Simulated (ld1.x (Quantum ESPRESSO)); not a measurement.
## gold: one change to a TM potential, before and after

* Element: Au
* Generator: ld1.x (Quantum ESPRESSO) 7.5
* Type: norm-conserving Troullier–Martins (Kleinman–Bylander form)
* Functional: PBE
* Relativity: scalar-relativistic
* Frozen core: [Xe] 4f14
* Valence charge: 11
* Reference configuration: 5d10 6s0.75 6p0.25
* Partial waves: 6s (bound): rc 2.50 bohr; 5d (bound): rc 1.40 bohr; 6p (bound): rc 2.55 bohr
* Local potential: the p channel
* Core correction: none

Change: wave 6p (bound): rc 2.55 bohr becomes 6p (bound): rc 1.74 bohr.

Cutoffs: the cutoffs (Ry, on a coarse ladder) from which the occupation-weighted sum of valence levels, in a spherical-Bessel basis at the reference potential, stays within 10 and 1 mRy of its value at 400 Ry; they do not see the model core or the augmentation charge, which bear on the density cutoff. Errors are all-electron minus pseudo energies relative to the spin-unpolarised reference configuration.

**Question.** What does the change do?

**Answer.** The potential gets neither clearly harder nor softer (55 Ry and 90 Ry → 50 Ry and 90 Ry); a bound ghost appears in s, which as a rule spoils a file; of the 7 tests that both files solve, the error grows in 1 and shrinks in 5 by more than 15 % and 0.3 meV (median size 2.2 → 6.7 meV).

| quantity | base | changed |
| --- | --- | --- |
| cutoff, loose | 55 Ry | 50 Ry |
| cutoff, tight | 90 Ry | 90 Ry |
| loose cutoff by channel (10 mRy a level) | s 8 Ry, d 35 Ry, p 6 Ry | s 15 Ry, d 35 Ry, p 10 Ry |
| bound ghosts | none | s |
| error for 5d10 6s1 6p0, meV [ΔE -1.26 eV] | +0.2 | -0.1 |
| error for 5d10 6s0 6p0, meV [ΔE 8.15 eV] | -2.2 | +0.8 |
| error for 5d9 6s0 6p0, meV [ΔE 29.36 eV] | -105 | -44 |
| error for 5d10 6s0 6p1, meV [ΔE 3.99 eV] | -1.3 | -6.7 |
| error for 5d10 6s0.5 6p0, meV [ΔE 2.51 eV] | -1.0 | -0.4 |
| error for 5d8 6s0 6p0, meV [ΔE 63.24 eV] | -505 | -301 |
| error for 5d7 6s0 6p0, meV [ΔE 110.95 eV] | -1245 | -850 |

 A true bound ghost makes a file unfit for plane-wave use even where its test errors are small: the radial tests pick states by their node count and pass the ghost by.
